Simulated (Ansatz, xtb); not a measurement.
**CHBNSe: where a starting geometry ends**

The starting geometry of this gas-phase doublet was built from a drawn formula by distance geometry and a force field; its bonds are those of `[H]/[C-]=[N+]1\[B][Se]1`.

```xyz
5

C    -0.6581   -1.0103   -0.8323
B     1.5444    0.4753    0.1526
N     0.2138   -0.4689    0.0065
Se    0.7850   -0.2031    1.6783
H    -0.5858   -0.9065   -1.8726
```

Problem. Predict what becomes of its bonds when it is optimised with r2SCAN-D4/def2-SVP.

Solution. A bond breaks, leaving `[CH]=NB=[Se]`. Distances that change by over a tenth: B2–N3 (1.64 → 1.35 Å). Contacts that open: N3–Se4 (1.79 → 3.11 Å).

The energy falls by 5.05 eV over 14 steps:

```tsv
step	E − E(last) (eV)
1	5.047
2	4.343
4	2.736
5	2.161
7	0.825
8	0.376
10	0.007
11	0.000
13	0.000
14	0.000
```

Final geometry (Å):

```xyz
5

C    -0.6142   -1.0222   -1.2114
B     0.7584   -0.1464    0.7774
N     0.0909   -0.5468   -0.3302
Se    1.6491    0.3998    2.1943
H    -0.5849   -0.7979   -2.2976
```

From the same start GFN2-xTB reaches the same bonding as this run.

No frequencies were run, so the end isn't proven a minimum. Open shells are spin-unrestricted. Run with Ansatz 0.2.0, 3.7 min on 1 thread of Intel(R) Xeon(R) Processor @ 2.50GHz (Skylake/Cascade Lake), on a shared host.
